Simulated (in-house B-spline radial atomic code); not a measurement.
Computed with a B-spline radial atomic code. Model: two electrons, singlet ground state, non-relativistic, full CI in B-splines with partial waves to l = 8 (at full coupling up to 3e-4 hartree above the limit, correlation up to 0.6 % small), density held at that of full coupling by Lieb maximisation.

Along the adiabatic connection the electron repulsion is scaled by a coupling λ while a local potential keeps the density fixed. At λ = 0 the system is the Kohn-Sham one and W equals the exchange energy; the exchange-correlation energy is the area under W between 0 and 1. The kinetic energy rises with λ as the electrons avoid each other, with dT/dλ = −λ dW/dλ.

Command:
```bash
python run_ac.py task.json out
```
Settings (lengths in bohr, energies in hartree):
```
potential              dot
strength               4.96
lmax                   8
second                 1
```

Cost of the run: 7.7 s on 1 thread of Intel(R) Xeon(R) Processor @ 2.30GHz (shared host).

**W = mean repulsion less Hartree energy, and W of three functionals.**

Given: confinement charge in harmonic well; well frequency 4.96 hartree; nuclear charge 1; external potential omega^2 r^2/2 - Z/r.

Computed: PBE exchange minus exact 79.892 millihartree; SCAN exchange minus exact 9.9595 millihartree.

```tsv
coupling	W xc (hartree)	W xc minus exchange (millihartree)	kinetic minus Kohn-Sham (millihartree)	LDA (PW92) W minus its exchange (millihartree)	PBE W minus its exchange (millihartree)	SCAN W minus its exchange (millihartree)
0	-1.9038	0	0	0	0	0
0.02	?	?	?	?	?	?
0.05	-1.9086	-4.759	0.1	-28.24	-7.03	-4.7
0.12	?	?	?	?	?	?
0.25	-1.927	-23.223	2.9	-94.83	-33.79	-22.58
0.4	-1.9403	-36.495	7.2	-131.57	-52.43	-35.27
0.6	-1.9573	-53.464	15.7	-172.5	-75.61	-51.39
0.8	-1.9735	-69.65	27	-207.52	-97.15	-66.72
1	-1.9889	-85.098	40.9	-238.42	-117.29	-81.33
1.4	-2.0178	-113.95	75.4	-291.55	-154.04	-108.66
2	-2.0565	-152.72	141	-356.62	-202.14	-145.61
3	-2.1112	-207.4	276.8	-441.08	-268.6	-198.58
4.5	-2.1758	-271.98	516.8	-534.92	-346.63	-262.95
7	-2.253	-349.19	954.5	-644.03	-441.49	-343.13
10	-2.316	-412.21	1484.2	-733.75	-521.95	-411.26
```

Q: What belongs in the row 0.02?

A: W xc (hartree): -1.9057; W xc minus exchange (millihartree): -1.911; kinetic minus Kohn-Sham (millihartree): 0; LDA (PW92) W minus its exchange (millihartree): -13.51; PBE W minus its exchange (millihartree): -2.82; SCAN W minus its exchange (millihartree): -1.9.

Q: What belongs in the row 0.12?

A: W xc (hartree): -1.9151; W xc minus exchange (millihartree): -11.324; kinetic minus Kohn-Sham (millihartree): 0.7; LDA (PW92) W minus its exchange (millihartree): -55.43; PBE W minus its exchange (millihartree): -16.66; SCAN W minus its exchange (millihartree): -11.1.

Q: What is the LDA exchange minus exact?

A: 279.53 millihartree.

**Energy parts, natural occupations and partial-wave weights.**

Computed: total energy 11.4064 hartree; exchange energy -1.9038 hartree; correlation energy -0.044238 hartree; initial slope twice GL2 -0.095772 hartree; kinetic part over minus potential part 0.48015; Hartree energy 3.8076 hartree; Lieb Oxford ratio E_xc over LDA exchange 1.1993.

| natural | occupation of the shell (electrons) |
| --- | --- |
| s | 1.9951 |
| p | 0.0042486 |
| s | 0.00039409 |
| d | 0.00019433 |
| p | ? |
| f | 2.5689e-05 |

Q: What belongs in the row p?

A: occupation of the shell (electrons): 5.1897e-05.

```tsv
wave	weight
s	0.99773
p	0.002152
d	0.00010274
f	?
g	3.3175e-06
```

Q: What belongs in the row f?

A: weight: 1.4349e-05.

Q: What is the Kohn-Sham kinetic?

A: 8.4419 hartree.

Q: What is the kinetic part of the DFT correlation energy?

A: 0.04086 hartree.

Half-way to full coupling W has made 53 % of its drop, against 50 % for a straight line, and second-order (GL2) theory, half the initial slope, overshoots the correlation energy by about 8 %: a moderate bend, as in light atoms. Over couplings 0 to 1 the errors in E_xc come to about +180 millihartree for LDA, +62 millihartree for PBE, +12 millihartree for SCAN, so SCAN is nearest. In LDA and PBE the errors of exchange and correlation have opposite signs, so the sum is smaller than the larger of the two.
